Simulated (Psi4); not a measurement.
Torsional profile of SMILES OC[SiH3] (CH6OSi), singlet. Scanned: dihedral H4–O1–C2–Si3; all other coordinates were relaxed at GFN2-xTB. Points at φ and −φ are mirror images. Heavy atoms are numbered in the order of the SMILES OC[SiH3], hydrogens after them in the order of the atoms that carry them; the mirror image has the same energies with the sign of each dihedral reversed.

Levels: PBE/def2-TZVP // GFN2-xTB (Psi4); PBE-D3(BJ)/def2-TZVP // GFN2-xTB (Psi4); B3LYP/def2-TZVP // GFN2-xTB (Psi4); MP2/cc-pVTZ = Psi4 1.11 with DF-MP2 (frozen core)/cc-pVTZ // GFN2-xTB.

Energies relative to the lowest point of each profile, in mEh; the last columns give the difference from MP2:

```tsv
φ / °	PBE/def2-TZVP	PBE-D3(BJ)/def2-TZVP	B3LYP/def2-TZVP	MP2/cc-pVTZ	PBE/def2-TZVP − MP2/cc-pVTZ	PBE-D3(BJ)/def2-TZVP − MP2/cc-pVTZ	B3LYP/def2-TZVP − MP2/cc-pVTZ
-160	0.7	0.8	0.4	0.4	0.3	0.4	0.0
-140	1.4	1.5	1.2	1.3	0.1	0.2	-0.1
-120	1.8	1.9	1.8	1.9	-0.1	0.0	-0.2
-100	1.4	1.4	1.5	1.7	-0.3	-0.3	-0.2
-80	0.4	0.5	0.8	1.0	-0.5	-0.5	-0.1
-60	0.0	0.0	0.6	0.7	-0.7	-0.7	-0.2
-40	0.4	0.4	1.1	1.4	-0.9	-0.9	-0.2
-20	1.4	1.4	2.1	2.4	-1.0	-1.0	-0.3
0	1.9	1.9	2.7	3.0	-1.0	-1.1	-0.3
20	1.4	1.4	2.1	2.4	-1.0	-1.0	-0.3
40	0.4	0.4	1.1	1.4	-0.9	-0.9	-0.2
60	0.0	0.0	0.6	0.7	-0.7	-0.7	-0.2
80	0.4	0.5	0.8	1.0	-0.5	-0.5	-0.1
100	1.4	1.4	1.5	1.7	-0.3	-0.3	-0.2
120	1.8	1.9	1.8	1.9	-0.1	0.0	-0.2
140	1.4	1.5	1.2	1.3	0.1	0.2	-0.1
160	0.7	0.8	0.4	0.4	0.3	0.4	0.0
180	0.3	0.5	0.0	0.0	0.3	0.5	0.0
```

PBE/def2-TZVP is furthest from MP2/cc-pVTZ at 0 (-1.0 mEh, below); its mean absolute difference over the points is 0.5 mEh.

PBE-D3(BJ)/def2-TZVP is furthest from MP2/cc-pVTZ at 0 (-1.1 mEh, below); its mean absolute difference over the points is 0.5 mEh.

B3LYP/def2-TZVP is furthest from MP2/cc-pVTZ at 0 (-0.3 mEh, below); its mean absolute difference over the points is 0.2 mEh.
